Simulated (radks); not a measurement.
These are the eigenvalues of the occupied orbitals of an atom or ion with whole-number occupations (eV). Calculated with a radial shooting solver on a logarithmic mesh with Libxc functionals: scalar-relativistic Kohn-Sham, PBE, spin-polarised, spherical densities, finite nucleus; Fermi nuclear charge, rms radius of each element as measured or else 0.836 A^(1/3) + 0.57 fm.

orbital  eigenvalue
1s down   -41841.97
1s up     -41841.97
2s up     -6757.004
2s down   -6757.001
2p up     -6049.399
2p down   -6049.398
3s up     -1482.594
3s down   -1482.034
3p up     -1258.445
3p down   -1257.887
3d up     -943.5952
3d down   -943.1627
4s up     -319.7549
4s down   -318.1828
4p up     -246.3682
4p down   -244.7826
4d up     -141.3223
4d down   -139.7250
5s up      -66.0122
5s down    -65.0517
5p up      -47.3483
5p down    -46.6139
4f up      -30.4173

Which element is it, and in what charge state? The configuration may be excited. Open shells, if any, are filled with parallel spins first.

Answer. Z = 59, praseodymium, charge +3: Pr3+ in [Xe] 4f2. The list shows which subshells hold electrons but not how many an open one holds; the 1s level, -1537.7 hartree, gives Z - s = 55.5 by -(Z - s)^2/2, which with screening and relativity narrows Z to a few neighbours, and the depths of the outer levels then fix element, charge and occupations together.
